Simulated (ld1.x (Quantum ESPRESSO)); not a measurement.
# ruthenium: one change to an ultrasoft potential, before and after

* Element: ruthenium
* Generator: ld1.x (Quantum ESPRESSO) 7.5
* Type: ultrasoft
* Functional: PBE
* Relativity: fully relativistic
* Frozen core: [Kr]
* Valence charge: 8
* Reference configuration: 4d7 5s1 5p0
* Partial waves: 5s (bound): rcut 2.35, rcutus 3.15 bohr; 5s channel at 0.05 Ry: rcut 2.35, rcutus 3.15 bohr; 5p (bound, empty): rcut 3.00, rcutus 3.30 bohr; 5p channel at 0.6 Ry: rcut 3.00, rcutus 3.30 bohr; 4d (bound): rcut 1.65, rcutus 1.80 bohr; 4d channel at 0.8 Ry: rcut 1.65, rcutus 1.80 bohr
* Local potential: all-electron potential smoothed inside 1.80 bohr (lloc = -2)
* Core correction: a·sin(br)/r model core inside 1.25 bohr
* Augmentation charge: PSQ, inside the norm-conserving radii

Open shells are filled in proportion to 2j + 1 (rel_dist='average').

Change: all radii but the core radius scaled by about 1.21 (s 3.82, p 4.02, d 2.18 bohr, rcut 2.86/3.64/2.00); local potential all-electron potential smoothed inside 2.18 bohr (lloc = -2).

Cutoffs: the cutoffs (Ry, on a coarse ladder) from which the occupation-weighted sum of valence levels, in a spherical-Bessel basis at the reference potential, stays within 10 and 1 mRy of its value at 400 Ry; they do not see the model core or the augmentation charge, which bear on the density cutoff. Errors are all-electron minus pseudo energies relative to the spin-unpolarised reference configuration.

What does the change do?

The potential gets softer (35 Ry and 50 Ry → 21 Ry and 35 Ry); of the 7 tests that both files solve, the error grows in 7 and shrinks in 0 by more than 15 % and 0.3 meV (median size 56.1 → 236.9 meV); neither file shows a bound ghost. A larger radius leaves more room for a smooth pseudo-wave, so fewer plane waves are needed. More of the atom is replaced by a form fitted at one configuration, so other configurations suffer.

| quantity | base | changed |
| --- | --- | --- |
| cutoff, loose | 35 Ry | 21 Ry |
| cutoff, tight | 50 Ry | 35 Ry |
| loose cutoff by channel (10 mRy a level) | s 6 Ry, d 30 Ry | s 6 Ry, d 18 Ry |
| bound ghosts | none | none |
| error for 4d7 5s0 5p0, meV [ΔE 7.29 eV] | -9.4 | -43 |
| error for 4d6 5s0 5p0, meV [ΔE 25.48 eV] | -56 | -169 |
| error for 4d5 5s0 5p0, meV [ΔE 56.10 eV] | -403 | -1599 |
| error for 4d8 5s0 5p0, meV [ΔE -0.33 eV] | -37 | -237 |
| error for 4d6 5s2 5p0, meV [ΔE 1.70 eV] | -60 | -395 |
| error for 4d7 5s0.5 5p0, meV [ΔE 2.86 eV] | -2.0 | -9.4 |
| error for 4d6 5s1 5p1, meV [ΔE 5.65 eV] | -56 | -324 |
| lowest overlap eigenvalue by channel | s 0.31, p1/2 0.52, p3/2 0.51, d3/2 0.93, d5/2 0.89 | s 0.32, p1/2 0.56, p3/2 0.56, d3/2 0.37, d5/2 0.42 |
